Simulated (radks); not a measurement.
Question: Coulomb parameter of the 3d shell of the zinc ion Zn3+ in the model configuration [Ar] 3d8 4p1, as a second difference U = [E(n + 1) + E(n - 1) - 2 E(n)] / (1)^2 with all orbitals relaxed. "Bare": the charge of the atom changes with n. "Screened": the 4p shell takes up the change at fixed total charge, which measures U(3d,3d) + U(4p,4p) - 2 U(3d,4p). All-electron calculation, scalar-relativistic Kohn-Sham, SCAN, spin-unpolarised, spherical densities, finite nucleus; meta-GGA in the generalised Kohn-Sham scheme; Fermi nuclear charge, rms radius 3.9283 fm. Program: a radial shooting solver on a logarithmic mesh with Libxc functionals. Estimate both.

Answer: U(bare) = 22.409 eV, U(screened by 4p) = 6.977 eV, against the Slater integral F0(3d,3d) = 32.190 eV with frozen orbitals.
